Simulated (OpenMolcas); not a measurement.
Fe2+ in a point-charge field

Fe2+ among 6 point charges of -0.75 e arranged as a tetragonal octahedron (D4h), 1.78 Å from the ion, with the axial distance 1.709 Å.
```
   1.7800    0.0000    0.0000  -0.75
   0.0000    1.7800    0.0000  -0.75
  -1.7800    0.0000    0.0000  -0.75
   0.0000   -1.7800    0.0000  -0.75
   0.0000    0.0000    1.7088  -0.75
   0.0000    0.0000   -1.7088  -0.75
```

```yaml
Program: OpenMolcas
Method: CASSCF
Basis: ANO-RCC-VDZP [5s4p2d1f]
Scalar_Hamiltonian: DKH2, point nucleus
Active_space: 6 electrons in 5 orbitals (3d)
State_averaging: 2S+1 = 5 even, 5 roots; 2S+1 = 3 even, 45 roots; 2S+1 = 1 even, 50 roots
Spin-orbit_coupling: state interaction with AMFI integrals over the reference wave functions
```

The lowest spin-free states (labels of D4, the rotations of D4h), above the lowest:

```
State  Degeneracy  E (cm-1)  Free-ion L (%)
  5B2           1       0.0         D (100)
   5E           2     522.3         D (100)
  5B1           1      4051         D (100)
  5A1           1      5154         D (100)
  3A2           1     20634          H (72)
   3E           2     20854          H (73)
   3E           2     22262          H (86)
  3B2           1     22272          H (88)
   3E           2     23545          H (68)
  3A2           1     23620          H (63)
  3A1           1     24887          H (87)
  3B1           1     25011          H (93)
   3E           2     26109          P (66)
  3A2           1     26330          P (62)
   3E           2     26872          G (50)
  3B2           1     26968          G (55)
  3A2           1     28392          F (45)
  3B1           1     28413          F (99)
   3E           2     28781          F (43)
  3B2           1     28881          F (50)
```

The lowest levels with spin-orbit coupling:

```csv
E (cm-1),Degeneracy,Label,2S+1,g
0.0,1,B2,5,
7.1,2,E,5,0.00 0.00 4.67
47.4,1,A1,5,
49.7,1,A2,5,
472.4,2,E,5,0.00 0.00 8.06
504.3,1,B1,5,
652.6,1,B2,5,
673.8,2,E,5,0.00 0.00 0.37
713.4,1,A1,5,
772.2,1,A2,5,
845.2,2,E,5,0.00 0.00 5.92
4196,1,B1,5,
4203,2,E,5,0.00 0.00 3.57
4221,1,A1,5,
4221,1,A2,5,
5295,1,B2,5,
5295,1,B1,5,
5312,2,E,5,0.00 0.00 4.00
5318,1,A1,5,
20595,1,A1,3,
```

Powder χT (cm3 K/mol): 1.5 at 2 K, 3.29 at 10 K, 3.8 at 50 K, 3.9 at 100 K, 3.99 at 200 K, 4.02 at 300 K. The effective moment at 300 K is 2.828 √(χT) = 5.67 μB.

The lowest level has 2S+1 = 5, for which the spin-only value is χT = S(S+1) / 2 = 3.000 cm3 K/mol (g = 2). The computed 4.020 at 300 K differs by +1.020, through orbital momentum, spin-orbit coupling and any other state in reach.

Without dynamic correlation the repulsion within the d shell is too large (B by tens of per cent), so at a given field states of lower spin stand too high. Point charges carry no covalency, so the field is a model and not that of real ligands. No measured value stands beside these numbers.

With an even number of electrons the g values are those of a degenerate or nearly degenerate non-Kramers pair.
